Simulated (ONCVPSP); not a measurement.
# Transferability test, ONCV potential for barium (Ba)

* Element: barium (Ba)
* Generator: ONCVPSP 4.0.1
* Type: optimised norm-conserving Vanderbilt (ONCV)
* Functional: PBEsol
* Relativity: scalar-relativistic
* Frozen core: [Kr] 4d10
* Valence charge: 10
* Reference configuration: 5s2 5p6 6s1.5 6p0.5
* Partial waves: 5s+6s: rc 3.05 bohr, ncon 4, nbas 7, qcut 3.3 1/bohr, 2 projectors; 5p+6p: rc 2.55 bohr, ncon 3, nbas 6, qcut 4.3 1/bohr, 2 projectors; d scattering state at 0.2 Ha: rc 3.30 bohr, ncon 3, nbas 7, qcut 3.3 1/bohr, 2 projectors, debl 3.4 Ha
* Local potential: polynomial inside 1.85 bohr (lpopt 5, dvloc0 0 Ha)
* Core correction: polynomial model core, fcfact 0.7

In the d channel the program set the typed energies aside and used -0.090, 3.310 Ha.

Energies are relative to the spin-unpolarised reference configuration 5s2 5p6 6s1.5 6p0.5; without spin polarisation the order of configurations can differ from experiment.

| valence configuration | charge | ΔE all-electron (eV) | error AE − PS (meV) |
| --- | --- | --- | --- |
| 5s2 5p6 6s2 6p0 | 0 | -1.017 | -0.2 |
| 5s2 5p6 6s1 6p0 | +1 | 4.365 | -0.6 |
| 5s2 5p6 5d0.5 6s1.5 6p0 | 0 | -0.375 | -1.0 |

What are ΔE and the potential's error for 5s2 5p6 6s0 6p0?

ΔE = 14.259 eV all-electron; the error (AE − PS) is -4.8 meV.

Note: no bound ghost flagged; GHOST(+) flagged for s at 37.4 eV.
